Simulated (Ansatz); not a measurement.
`O[SiH2]S[SiH](Cl)Cl`, charge 0, multiplicity 1.

(1) Give a relaxed structure at PBE0-D4/def2-TZVP (the Gaussian-basis code of Ansatz). (Estimate.)

Results:

(1) The calculation gave: 
Cartesian coordinates in Å:
```
O 0.279 1.681 -0.927
Si 0.843 1.213 0.537
S -0.457 -0.208 1.487
Si -0.606 -1.547 -0.141
Cl -1.059 -3.391 0.595
Cl -2.097 -0.992 -1.428
H -0.644 1.931 -1.004
H 2.170 0.622 0.265
H 0.923 2.313 1.527
H 0.649 -1.621 -0.911
```
This is one stationary point; other conformers may exist.
